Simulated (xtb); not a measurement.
H₂INZn, SMILES [Zn]([NH2])[I]. All values are semi-empirical tight-binding results from xtb (GFN2-xTB unless named), good for trends rather than for accurate numbers. Geometry optimised at GFN2-xTB. The values are those of a single conformer.

Optimised geometry:

Bonded distances (Å): Zn1–I2 2.449, Zn1–N3 1.814, N3–H4 1.010, N3–H5 1.010. Angles (°): I2–Zn1–N3 152.4, Zn1–N3–H4 118.7, Zn1–N3–H5 119.4, H4–N3–H5 105.8.
Charge 0, spin multiplicity 1.

For metal compounds this method's bond lengths and energies can be far off.

```yaml
point_group_as_xtb_finds_it: Cs
orbital_gap: 3.71 eV
zero_point_energy: 15.1 kcal/mol
G − E(el) at 298.15 K (modified RRHO): -4.3 kcal/mol
```

Problem. Give the atomic charges and the Wiberg bond orders between heavy atoms. (The exact figures need the calculation; the answer reports its results.)

Solution. charges (e) Zn1 0.25, I2 -0.14, N3 -0.43, H4 0.16, H5 0.16. Bond orders Zn1–I2 1.00, Zn1–N3 0.98.
